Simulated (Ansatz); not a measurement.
Worked example: the barrier

An elementary step of BSiH7O2, closed shell (BH₃O₂ ([OH][BH][OH]) + SiH₄ → BSiH₅O₂ ([OH][B]([OH])[SiH3]) + H₂; bonds formed: B1–Si6, H2–H5; bonds broken: B1–H2, H5–Si6). “Start” is the structure reached by relaxing down from the saddle towards the reactants; PBE0-D4/def2-TZVP structures. The saddle:

B1  (-0.194, 0.702, -0.076)
H2  (0.981, 1.437, -0.025)
O3  (-0.786, 0.844, -1.333)
O4  (-0.935, 0.993, 1.085)
H5  (1.059, 0.406, -0.042)
Si6  (0.387, -1.432, -0.046)
H7  (-1.328, 1.635, -1.370)
H8  (-0.415, 1.183, 1.866)
H9  (1.198, -1.949, -1.181)
H10  (-0.995, -1.968, -0.112)
H11  (1.029, -1.852, 1.233)
(Å)

Program: Ansatz 0.2.0. Basis: def2-TZVPP and def2-QZVPP. Cores are frozen in the correlated methods.

Energies in eV:

| quantity | saddle | start |
| --- | --- | --- |
| Hartree–Fock, triple zeta (X = 3) | -12720.59512 | -12724.15456 |
| Hartree–Fock, quadruple zeta (X = 4) | -12721.08052 | -12724.64526 |
| MP2 correlation, X = 3 | -20.71699 | -19.84077 |
| MP2 correlation, X = 4 | -22.26626 | -21.36462 |
| CCSD(T) correlation, X = 3 | -22.51663 | -21.66529 |

Q: Work out the barrier at the basis limit: extrapolate Hartree–Fock as E(X) = E∞ + A exp(−7.88 √X) and the MP2 correlation as E(X) = E∞ + B X^−2.97 (the exponents that Neese and Valeev fitted for def2-TZVPP and QZVPP), then add CCSD(T) − MP2 in triple zeta.

A: Each step is linear, so take the differences first (saddle − start): Hartree–Fock 3.55944 (X = 3) and 3.56474 (X = 4); MP2 correlation -0.87622 and -0.90164; CCSD(T) correlation -0.85134.
Two points give E∞ = E(4) + w [E(4) − E(3)], with w = 1/(exp(7.88 (2 − √3)) − 1) = 0.1377 for Hartree–Fock and w = 1/((4/3)^2.97 − 1) = 0.7407 for the correlation.
Hartree–Fock: 3.56474 + 0.1377 × 0.00530 = 3.5655 eV.
MP2 correlation: -0.90164 + 0.7407 × (-0.02542) = -0.9205 eV.
CCSD(T) − MP2: -0.85134 − (-0.87622) = 0.0249 eV.
Sum: 3.5655 + (-0.9205) + 0.0249 = 2.6699 eV, or 61.57 kcal/mol. Plain CCSD(T) in triple zeta gives 2.7081 eV, so the larger basis shifts the result by -0.0382 eV.

T1 diagnostic: at most 0.014.

Labels in which every atom is bracketed show which atoms are joined, not bond orders.

For scale, one of the runs: CCSD(T)/def2-TZVPP, 233 basis functions, launched by `ansatz run in.yaml --threads 4 --pin off --events-out ev --progress --plain --max-ram 9574MiB`. Hardware: 4 CPU threads of an Arm Neoverse V1, shared host. Wall time 94 s; peak host memory 4.2 GiB.
